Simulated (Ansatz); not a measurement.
A run for Ansatz (a quantum-chemistry and plane-wave program): U-CCSD(T)/def2-TZVPP on RbMn, 2S+1 = 5, a spin state set in the input, which need not be the lowest, a point of a bond scan (R = 4.156 Å). Elements past Kr take the def2 small-core potentials; no spin–orbit coupling.

Ansatz 0.2 input:
```yaml
crystal:
  periodic: [false, false, false]
  atoms:
    - {symbol: Mn, position_ang: [0.00000000, 0.00000000, 0.00000000]}
    - {symbol: Rb, position_ang: [0.00000000, 0.00000000, 4.15557700]}
basis:
  gaussian:
    orbitals: def2-TZVPP
magnetization: {spin_polarized: true, initial_magnetization: 4}
correlation: {method: ccsd_t, electrons: valence}
output: {orbitals: {seedname: ./end}}
```

The log:

```
WARN ansatz: RAYON_NUM_THREADS=1 ignored (pool sized by the plan → 1); use --threads N
Functional definition: HF
integrals: 0.19 GiB planned
709 factors; integrals over basis functions are off by at most 9.3e-4 eV
mean field: 0.27 GiB planned
mean field evaluation 1: about -31929.8299 eV, gradient 3.2e1 eV
mean field evaluation 2: about -31929.8315 eV, gradient 3.2e1 eV
mean field evaluation 4: about -31934.6419 eV, gradient 1.5e1 eV
mean field evaluation 8: about -31936.5184 eV, gradient 2.4e-1 eV
mean field evaluation 16: about -31936.5371 eV, gradient 1.6e-6 eV
mean field evaluation 32: about -31926.5258 eV, gradient 5.6e1 eV
mean field evaluation 64: about -31934.3690 eV, gradient 1.7e1 eV
mean field evaluation 96: about -31929.8307 eV, gradient 3.2e1 eV
mean field evaluation 128: about -31935.7656 eV, gradient 3.6e0 eV
mean field evaluation 160: about -31932.4869 eV, gradient 1.3e0 eV
mean field evaluation 192: about -31935.6295 eV, gradient 1.2e0 eV
mean field evaluation 224: about -31934.8906 eV, gradient 7.4e-1 eV
mean field evaluation 256: about -31934.4699 eV, gradient 1.6e-1 eV
mean field evaluation 288: about -31933.4942 eV, gradient 6.3e-3 eV
mean field evaluation 320: about -31933.4955 eV, gradient 3.9e-2 eV
mean field evaluation 352: about -31933.4944 eV, gradient 4.5e-3 eV
mean field -31936.53707677 eV, -1173.6460902089 hartree, gradient 2.7e-6 eV, S^2 7.073710; 17 other end points of the search recorded, 0 dependent functions left out
determinant -31936.53707677 eV, -1173.6460902089 hartree, with singles and doubles -31951.74913470 eV, -1174.2051230267 hartree
determinant -31935.72220412 eV, -1173.6161441915 hartree, with singles and doubles -31950.66797123 eV, -1174.1653910022 hartree
determinant -31935.21914488 eV, -1173.5976571054 hartree, with singles and doubles -31950.33105615 eV, -1174.1530096012 hartree
determinant -31934.85389140 eV, -1173.5842342877 hartree, with singles and doubles -31949.84975484 eV, -1174.1353221043 hartree
determinant -31934.49748692 eV, -1173.5711366646 hartree, with singles and doubles -31949.40747266 eV, -1174.1190685342 hartree
determinant -31933.49578557 eV, -1173.5343248187 hartree, with singles and doubles -31949.27401596 eV, -1174.1141640907 hartree
5 core orbitals not correlated
reference -31936.53707677 eV, -1173.6460902089 hartree; 14, 10 occupied and 85, 89 virtual orbitals, 709 factors
second order -14.68234117 eV of doubles, -0.00000000 eV of singles
coupled cluster: 0.65 GiB planned
cycle   1  -15.21572768 eV  change   -3.7e-3 eV  update   2.1e-3
cycle   2  -15.21642175 eV  change   -6.9e-4 eV  update   1.9e-3
cycle   3  -15.21718574 eV  change   -7.6e-4 eV  update   1.3e-3
cycle   4  -15.21686108 eV  change    3.2e-4 eV  update   8.7e-4
cycle   5  -15.21780961 eV  change   -9.5e-4 eV  update   4.5e-4
cycle   6  -15.21813492 eV  change   -3.3e-4 eV  update   2.8e-4
cycle   7  -15.21781556 eV  change    3.2e-4 eV  update   1.6e-4
cycle   8  -15.21774384 eV  change    7.2e-5 eV  update   7.4e-5
cycle   9  -15.21775861 eV  change   -1.5e-5 eV  update   5.2e-5
cycle  10  -15.21778707 eV  change   -2.8e-5 eV  update   2.7e-5
coupled cluster: 0.65 GiB planned
perturbative correction -0.39433535 eV, -0.0144915570 hartree
Total energy: -31952.14919919 eV, -1174.2198251256 hartree
```

The calculation finished and met its thresholds. Its determinant has ⟨S²⟩ = 7.07, a mixture of spin states.

Cost: about 60 core-seconds (a rough figure).
